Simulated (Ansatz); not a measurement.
Mulliken charges of AlF$_{2}$HSe, SMILES `[F][Al]([F])[SeH]` from r2SCAN/def2-TZVPP in Ansatz (PBE0-D4/def2-TZVP geometry).

```json
{"atom": "F1", "x (Å)": "0.820", "y (Å)": "-0.356", "z (Å)": "2.013", "charge (e)": "-0.340"}
{"atom": "Al2", "x (Å)": "0.407", "y (Å)": "-0.281", "z (Å)": "0.432", "charge (e)": "0.779"}
{"atom": "F3", "x (Å)": "1.229", "y (Å)": "-1.192", "z (Å)": "-0.653", "charge (e)": "-0.340"}
{"atom": "Se4", "x (Å)": "-1.303", "y (Å)": "1.089", "z (Å)": "-0.220", "charge (e)": "-0.185"}
{"atom": "H5", "x (Å)": "-1.104", "y (Å)": "0.667", "z (Å)": "-1.614", "charge (e)": "0.087"}
```

Q: By hand: the dipole of these point charges (1 e Å = 4.8032 D).

A: Σ q r = (-0.235, 0.164, -0.226) e Å, of length 0.365 e Å = 1.75 D.

Q: How does the dipole of the full density compare? (Estimate.)

A: Ansatz gave: (-0.166, 0.110, -0.190) e Å, 1.32 D; the point charges give 1.33 times that, at 5° from its direction.

Point charges leave out the atoms' own dipoles, such as those of lone pairs, and Mulliken's split depends on the basis, so the two needn't agree.
